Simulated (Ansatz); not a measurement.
Abridged output of a molecular run in Ansatz:

```
Functional definition: HF
1663 factors; integrals over basis functions are off by at most 1.2e-3 eV
mean field evaluation 1: about -18220.7405 eV, gradient 3.1e1 eV
mean field evaluation 2: about -18220.9934 eV, gradient 3.1e1 eV
mean field evaluation 4: about -18224.6446 eV, gradient 4.3e0 eV
mean field evaluation 8: about -18224.7371 eV, gradient 1.8e-1 eV
mean field evaluation 16: about -18224.7375 eV, gradient 1.7e-6 eV
mean field -18224.73748944 eV, -669.7467495662 hartree, gradient 1.7e-6 eV, S^2 0.000000; 0 other end points of the search recorded, 0 dependent functions left out
13 core orbitals not correlated: weight in the atoms' cores, before any rotation towards them, 1.000 or more for the frozen orbitals, at most 0.000 for the correlated occupied ones
reference -18224.73748944 eV, -669.7467495662 hartree; 13, 13 occupied and 263, 263 virtual orbitals, 1663 factors
second order -16.52092515 eV of doubles, -0.00000000 eV of singles
cycle   1  -17.86364929 eV  change    -1.3e0 eV  update   1.0e-1
cycle   2  -18.43494352 eV  change   -5.7e-1 eV  update   3.3e-2
cycle   3  -18.50964644 eV  change   -7.5e-2 eV  update   1.5e-2
cycle   4  -18.50055559 eV  change    9.1e-3 eV  update   5.5e-3
cycle   5  -18.49883823 eV  change    1.7e-3 eV  update   2.4e-3
cycle   6  -18.49870750 eV  change    1.3e-4 eV  update   8.8e-4
cycle   7  -18.49869658 eV  change    1.1e-5 eV  update   3.3e-4
cycle   8  -18.49884080 eV  change   -1.4e-4 eV  update   1.5e-4
cycle   9  -18.49885641 eV  change   -1.6e-5 eV  update   6.7e-5
cycle  10  -18.49881703 eV  change    3.9e-5 eV  update   3.3e-5
cycle  11  -18.49882799 eV  change   -1.1e-5 eV  update   1.6e-5
perturbative correction -0.76840613 eV, -0.0282384044 hartree
Total energy: -18244.00472356 eV, -670.4548073602 hartree
```

Its atoms:

Cartesian coordinates in Å:
```
B -1.420 -0.061 -0.600
C -0.646 -1.315 -0.105
Si 0.878 -0.835 0.925
B 1.502 0.840 -0.024
Si -0.239 1.586 -0.671
H -2.599 -0.080 -0.813
H -0.161 -1.647 -1.046
H -1.240 -2.156 0.257
H 0.477 -0.467 2.316
H 1.840 -1.969 1.026
H 2.616 1.254 -0.122
H -0.655 2.254 0.618
H -0.353 2.595 -1.760
```

Q: Which basis set was used?
A. def2-TZVPP
B. def2-QZVPP
C. def2-TZVPPD
D. def2-SVP

A: A. It gives 289 functions.

Q: Write the keys of the input that set method, charge and spin (a neutral closed shell needs none for the last two).

A: 
```yaml
correlation: {method: ccsd_t}
```
